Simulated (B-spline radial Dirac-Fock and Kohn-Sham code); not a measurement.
**Elastic and transport cross sections of cobalt for electrons**

The computed values come from an atomic code on a B-spline grid: relativistic (Dirac) partial waves in the static field of the Dirac-Fock atom with Furness-McCarthy exchange, without polarisation or absorption potentials. σ_tr1 and σ_tr2 weight the cross section with 1 − P₁ and 1 − P₂ of cos θ; "backward" is the share scattered beyond 90°.

| energy (eV) | σ (a₀²) | σ_tr1 (a₀²) | σ_tr2 (a₀²) | σ/σ_tr1 | backward (%) |
| --- | --- | --- | --- | --- | --- |
| 37100 | 0.489 | 0.00371 | 0.00906 | 132 | 0.073 |
| 44600 | 0.422 | 0.00270 | 0.00666 | 156 | 0.058 |
| 50000 | 0.385 | 0.00222 | 0.00551 | 174 | 0.050 |
| 58200 | ? | ? | ? | ? | ? |
| 64900 | 0.314 | 0.00142 | 0.00356 | 222 | 0.036 |
| 79300 | 0.269 | 0.00100 | 0.00255 | 268 | 0.028 |
| 94500 | 0.236 | 0.000744 | 0.00191 | 317 | 0.022 |
| 100000 | 0.227 | 0.000676 | 0.00174 | 335 | 0.021 |
| 101000 | 0.225 | 0.000665 | 0.00171 | 338 | 0.020 |
| 113000 | 0.208 | 0.000550 | 0.00142 | 378 | 0.018 |
| 115000 | 0.205 | 0.000534 | 0.00138 | 384 | 0.017 |
| 124000 | 0.195 | 0.000471 | 0.00122 | 414 | 0.016 |
| 130000 | 0.189 | 0.000435 | 0.00113 | 434 | 0.015 |
| 147000 | 0.174 | 0.000354 | 0.000925 | 490 | 0.012 |
| 154000 | 0.169 | 0.000328 | 0.000858 | 514 | 0.012 |
| 200000 | 0.144 | 0.000214 | 0.000565 | 673 | 0.0079 |
| 300000 | 0.116 | 0.000112 | 0.000300 | 1040 | 0.0043 |

Question: Fill in the row for 58.2 keV.

Answer: σ = 0.341 a₀², σ_tr1 = 0.00171 a₀², σ_tr2 = 0.00427 a₀², σ/σ_tr1 = 200, backward 0.042 %. The ratio σ/σ_tr1 is roughly the number of elastic collisions that randomise the direction.
